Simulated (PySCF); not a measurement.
**Broadened absorption spectrum of [C4H4FOS2]+**

C4H4FOS2 (charge +1).
Atom-mapped SMILES: `[CH3:1][O:2][c+:3]1[s:4][cH:5][c:6]([F:7])[s:8]1` (hydrogens: H9, H10, H11 on C1; H12 on C5)

Computed, not measured: TDDFT PBE0/def2-SVPD, vertical, gas phase, core orbitals frozen in the response (PySCF). Isolated species at its GFN2-xTB geometry (one conformer only). Torsions of this conformer, `[CH3:1][O:2][c+:3]1[s:4][cH:5][c:6]([F:7])[s:8]1`: C1–O2–C3–S4 0°.

Computed states:

| state | E (eV) | f |
| --- | --- | --- |
| S1 | 4.41 | 0.089 |
| S2 | 4.88 | 0.0000 |
| S3 | 5.74 | 0.035 |
| S4 | 6.24 | 0.0000 |
| S5 | 6.41 | 0.0000 |
| S6 | 6.63 | 0.226 |

Broadening: Gaussians 0.25 eV wide at half height, area fixed by f = 4.319×10⁻⁹ ∫ε dν̃. The width is an assumption, not a result. The curve ends short of the highest state used, and states not computed would add to its high-energy end.

Question: What does the envelope look like, and where are its maxima?

Answer: 
(E (eV), ε (L mol⁻¹ cm⁻¹)): (4.04, 20), (4.12, 217), (4.21, 1563), (4.30, 5493), (4.38, 9183), (4.47, 8304), (4.56, 3660), (4.64, 967), (4.73, 110), (4.82, 7), (4.90, 1), (4.99, 1), (5.08, 0), (5.16, 0), (5.25, 0), (5.34, 4), (5.42, 46), (5.51, 402), (5.60, 1693), (5.68, 3325), (5.77, 3604), (5.86, 1904), (5.94, 591), (6.03, 80)

Maxima: 281 nm (4.41 eV), ε about 9600, made up of S1 (100%); 216 nm (5.74 eV), ε about 3800, made up of S3 (100%) (ε in L mol⁻¹ cm⁻¹; maxima over ε = 5, shares over 10%).

Question: On this curve, what absorbance would a 10⁻³ mol/L sample give at 254 nm over a 1 cm path?

Answer: 254 nm is 4.881 eV, where ε is about 1.6 L mol⁻¹ cm⁻¹, so A = ε c l ≈ 0.0016 (Beer–Lambert, with the gas-phase spectrum and the assumed width).

Question: Coming from long wavelengths, where does ε first pass 100 L mol⁻¹ cm⁻¹?

Answer: At about 303 nm (4.09 eV), 0.32 eV below S1.

Question: What would ε be at 4.41 eV, the highest of these maxima, with half the width (0.125 eV)?

Answer: About 19200 L mol⁻¹ cm⁻¹ against 9620, a factor of about 2.00; a lone state at its own centre would give exactly 2.

On one thread, Intel Xeon Platinum 8488C (x86_64) (shared host), this took 29 s wall (grids of density and orbitals included) and 0.86 GiB of memory at its peak.
